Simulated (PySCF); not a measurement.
BClH₂OS, SMILES OB(S)Cl. Atoms are numbered in the order given.

```xyz
6

B      0.3719     0.0088     0.0000
Cl    -0.5587     1.5302     0.0000
O      1.7212     0.0208     0.0000
H      2.0992     0.9106     0.0000
S     -0.5489    -1.5498     0.0000
H      0.5517    -2.3379     0.0000
```
Charge 0, spin multiplicity 1.

The structure is a stationary point at B3LYP-D3(BJ)/def2-SVP. The values are those of a single conformer.

Method: PySCF with KT2/pcSseg-2.

GIAO shieldings, no solvent; atoms alike by connectivity are averaged. δ = σ(ref) − σ: ¹¹B against BF3 (σ = 89.2 ppm); ³⁵Cl against HCl (σ = 945.0 ppm); ¹⁷O against H2O (σ = 324.0 ppm); ¹H against TMS (σ = 31.47 ppm); ³³S against H2S (σ = 720.7 ppm), references at their B3LYP-D3(BJ)/def2-TZVP geometries, non-relativistic (without spin–orbit terms, shifts of atoms bonded to Cl or Br come out too high).

| nucleus | atoms | count | δ (ppm) |
|---|---|---|---|
| ¹¹B | B1 | 1 | 29.4 |
| ³⁵Cl | Cl2 | 1 | 162.7 |
| ¹⁷O | O3 | 1 | 170.1 |
| ¹H | H4 | 1 | 5.02 |
| ¹H | H6 | 1 | 2.77 |
| ³³S | S5 | 1 | 107.4 |
